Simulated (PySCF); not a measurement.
Gas-phase reaction: As + 3 H → AsH3

Method: PySCF energies plus ideal-gas RRHO corrections (1 bar). † marks an energy on the PBE0/def2-TZVP geometry and frequencies; other levels use their own. MP2 and CCSD(T) freeze the core. 6-31G* has spherical d functions here. Open shells (unrestricted): As (multiplicity 4), H (multiplicity 2); the rest are closed-shell singlets. B3LYP is the form with VWN-RPA correlation. As: all electrons, no relativistic terms. MP2 isn't extrapolated to the basis-set limit; its ΔH°(298 K) is -768.3 kJ in def2-SVP and -820.0 kJ in def2-TZVPP. CCSD(T) isn't extrapolated to the basis-set limit; its ΔH°(298 K) is -806.9 kJ in def2-SVP and -860.7 kJ in def2-TZVPP. The harmonic model lacks anharmonicity and excited electronic states, which grow with temperature; levels with a mode under 35 cm⁻¹ are left out.

```json
[
 {"level": "B3LYP/6-31G*", "ΔE electronic, kJ": "-922", "ΔH°(298 K), kJ": "-879", "ΔS°(298 K), J/K": "-295", "ΔG°(800 K), kJ": "-632"},
 {"level": "BLYP/def2-TZVP†", "ΔE electronic, kJ": "-928", "ΔH°(298 K), kJ": "-885", "ΔS°(298 K), J/K": "-295", "ΔG°(800 K), kJ": "-638"},
 {"level": "CCSD(T)/def2-SVP†", "ΔE electronic, kJ": "-850", "ΔH°(298 K), kJ": "-807", "ΔS°(298 K), J/K": "-295", "ΔG°(800 K), kJ": "-560"},
 {"level": "MP2/def2-TZVPP†", "ΔE electronic, kJ": "-863", "ΔH°(298 K), kJ": "-820", "ΔS°(298 K), J/K": "-295", "ΔG°(800 K), kJ": "-573"},
 {"level": "PBE0/def2-QZVP†", "ΔE electronic, kJ": "-900", "ΔH°(298 K), kJ": "-857", "ΔS°(298 K), J/K": "-295", "ΔG°(800 K), kJ": "-610"},
 {"level": "PBE0/def2-SVP†", "ΔE electronic, kJ": "-898", "ΔH°(298 K), kJ": "-855", "ΔS°(298 K), J/K": "-295", "ΔG°(800 K), kJ": "-608"},
 {"level": "PBE0/def2-TZVP", "ΔE electronic, kJ": "-900", "ΔH°(298 K), kJ": "-857", "ΔS°(298 K), J/K": "-295", "ΔG°(800 K), kJ": "-609"},
 {"level": "r2SCAN/def2-TZVP†", "ΔE electronic, kJ": "-919", "ΔH°(298 K), kJ": "-876", "ΔS°(298 K), J/K": "-295", "ΔG°(800 K), kJ": "-629"},
 {"level": "LDA/def2-TZVP†", "ΔE electronic, kJ": "-1050", "ΔH°(298 K), kJ": "-1007", "ΔS°(298 K), J/K": "-295", "ΔG°(800 K), kJ": "-760"},
 {"level": "ωB97M-V/def2-TZVP†", "ΔE electronic, kJ": "-921", "ΔH°(298 K), kJ": "-878", "ΔS°(298 K), J/K": "-295", "ΔG°(800 K), kJ": "-631"},
 {"level": "ωB97X-V/def2-TZVP†", "ΔE electronic, kJ": "-940", "ΔH°(298 K), kJ": "-897", "ΔS°(298 K), J/K": "-295", "ΔG°(800 K), kJ": "-650"}
]
```
ΔH° is lowest at LDA/def2-TZVP† and highest at CCSD(T)/def2-SVP†. No reference value is set beside these.
